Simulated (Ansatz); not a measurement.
Ansatz (a quantum-chemistry and plane-wave program) input (B3LYP/STO-3G):

Ansatz 0.2 input:
```yaml
crystal:
  periodic: [false, false, false]
  atoms:
    - {symbol: O, position_ang: [-0.00000000, -0.00000000, -0.89733800]}
    - {symbol: Si, position_ang: [0.00000000, 0.00000000, 0.64592700]}
    - {symbol: H, position_ang: [-0.00000000, -0.00000000, -1.86427200]}
basis:
  gaussian:
    orbitals: STO-3G
hamiltonian:
  xc: {name: B3LYP}
total_charge: 1
output: {forces: true}
```

Output:

```
Functional definition: B3LYP
integrals: 0.00 GiB planned
175 factors; integrals over basis functions are off by at most 5.5e-5 eV
mean field: 0.05 GiB planned
mean field evaluation 1: about -9806.9649 eV, gradient 4.4e1 eV
mean field evaluation 2: about -9715.5042 eV, gradient 1.7e2 eV
mean field evaluation 4: about -9814.8484 eV, gradient 1.6e0 eV
mean field evaluation 8: about -9814.8469 eV, gradient 2.1e-2 eV
mean field -9814.84687701 eV, -360.6889699881 hartree, gradient 6.9e-5 eV, S^2 0.000000; 0 other end points of the search recorded, 0 dependent functions left out
the calculation of the forces begins
reference -9814.84701714 eV, -360.6889751376 hartree; 11, 11 occupied and 4, 4 virtual orbitals, 175 factors
Total energy: -9814.84701714 eV, -360.6889751376 hartree
Atom 0 at    -0.000000    -0.000000    -0.897338 Å, force     0.000000     0.000000     2.441788 eV/Å
Atom 1 at     0.000000     0.000000     0.645927 Å, force    -0.000000    -0.000000    -0.349687 eV/Å
Atom 2 at    -0.000000    -0.000000    -1.864272 Å, force    -0.000000    -0.000000    -2.092101 eV/Å
Dipole moment:    -0.000000     0.000000    -0.123740 e Å
```

The dipole moment of an ion depends on the origin.

The geometry given is a B3LYP-D3(BJ)/def2-TZVP minimum.
